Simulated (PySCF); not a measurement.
Compound: C7H14N2.
Atom-mapped SMILES: `[CH3:1][CH2:2][CH2:3][CH2:4][N:5]1[CH2:6][CH2:7][CH:8]=[N:9]1`

Definitions: NICS(0) = −σiso at the ring centroid; NICS(1) = −σiso and NICS(1)zz = −σzz at ±1 Å along the ring normal z. Level: GIAO PBE0/pcSseg-1 (PySCF, non-relativistic, gas phase) on the GFN2-xTB geometry, one conformer.

Ring bond lengths (Å), with Mayer bond orders in brackets: N5–C6 1.467 (0.87), C6–C7 1.536 (1.04), C7–C8 1.512 (1.00), C8–N9 1.272 (1.80), N9–N5 1.342 (1.11).

Give the NICS values of each ring in ppm.

| ring | type | NICS(0) | NICS(1), two faces | NICS(1)zz, two faces | rms pucker (Å) | centre to ring atoms, mean (Å) |
| --- | --- | --- | --- | --- | --- | --- |
| N5–C6–C7–C8–N9 | 5-membered ring with 2 N; formal bonds 1 double, 4 single | -2.9 | -2.7 / -2.3 | -3.3 / -4.1 | 0.04 | 1.21 |

What can be read from them?

- N5–C6–C7–C8–N9: mean NICS(1)zz -3.7 ppm, shielded. C6, C7 have four or more neighbours, and the NICS criterion for π rings isn't applied.

What field does 11.7 T along the ring normal induce along that normal at the first NICS(1) probe listed for ring N5–C6–C7–C8–N9, 1 Å off the ring?

NICSzz × B0 = -3.3 ppm × 11.7 T = -39 μT, against the applied field.

What are the shieldings of the ring atoms and their hydrogens in the same run (means over atoms taken as equivalent)?

```
       atoms                   environment  σ isotropic (ppm)
          N5  nitrogen bonded to 2 C and N              118.5
          C6  sp3 carbon bound to nitrogen              140.7
          C7               ring CH2 carbon              150.3
          C8                    C=N carbon               56.7
          N9                  C=N nitrogen             -131.3
H on C6 (×2)            methylene hydrogen              28.35
H on C7 (×2)            methylene hydrogen              28.83
     H on C8      hydrogen on a C=N carbon              25.86
```
